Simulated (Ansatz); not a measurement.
```xyz
7

F    -1.586    1.205    0.295
C    -0.808    0.124    0.463
Al    1.067    0.038   -0.177
Cl   -0.921   -0.949   -1.128
H    -1.266   -0.531    1.206
H     1.555    1.222   -1.097
H     1.959   -1.110    0.439
```

The species carries charge 0 and has multiplicity 1. The bonds changed during the relaxation, so this is another structure than the one it started from.

Question: List the CAM-B3LYP/def2-TZVPP orbital energies in eV (Ansatz 0.2.0). (An estimate is asked.)

Answer: Ansatz gave: Occupied: -2765.27, -1526.50, -674.44, -282.40, -260.02, -199.09, -198.94, -198.90, -114.55, -75.28, -75.12, -75.07, -36.18, -25.92, -20.62, -16.67, -16.15, -15.51, -13.42, -12.21, -11.47, -11.28, -10.01, -9.58. Lowest empty: 0.01, 0.67, 1.69, 2.11, 2.57, 3.07, 4.13, 4.52.
